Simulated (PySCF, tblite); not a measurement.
Isomers of C7H14OSi, one GFN2-xTB conformer each. Single-point energies are computed at PBE0/pcSseg-1 (PySCF, gas phase, no added dispersion term), electronic only.

Question: Rank them by PBE0/pcSseg-1 energy, lowest first (kcal/mol).
A. `[CH2:1]=[C:2]([CH3:3])[C@@H:4]1[SiH2:5][C@@H:6]1[O:7][CH2:8][CH3:9]` with C1–C2–C4–Si5 -154°, Si5–C6–O7–C8 -155°, C6–O7–C8–C9 176°
B. `[CH2:1]=[CH:2][CH2:3]/[C:4](=[CH:5]/[CH2:6][CH3:7])[O:8][SiH3:9]` with C1–C2–C3–C4 118°, C2–C3–C4–C5 99°, C4–C5–C6–C7 108°, C3–C4–O8–Si9 22°

Answer: B (0.0), A (35.5).

As drawn, the lower has an Si–O bond, which the higher lacks; the higher has a three-membered ring and an Si–C bond, which the lower lacks. GFN2-xTB itself gives, in the same order: 0.0, 58.6. Both levels put the same isomer lowest.

Which frontier levels, dipoles and rotational constants go with these structures?

| SMILES | HOMO (eV, PBE0/pcSseg-1) | LUMO (eV) | dipole (D) | A, B, C (MHz) |
| --- | --- | --- | --- | --- |
| C=CC/C(=C/CC)O[SiH3] | -6.38 | 0.01 | 0.98 | 1719, 868.8, 676.4 |
| C=C(C)[C@@H]1[SiH2][C@@H]1OCC | -6.27 | -0.04 | 0.53 | 1562, 1122, 808.6 |

What happens when harmonic zero-point energies from GFN2-xTB frequencies are added?

```csv
SMILES,ZPE (kcal/mol),electronic (kcal/mol),with ZPE (kcal/mol)
C=CC/C(=C/CC)O[SiH3],116.7,0.0,0.0
C=C(C)[C@@H]1[SiH2][C@@H]1OCC,118.1,35.5,36.9
```

The zero-point energies span 1.4 kcal/mol. The order is unchanged.
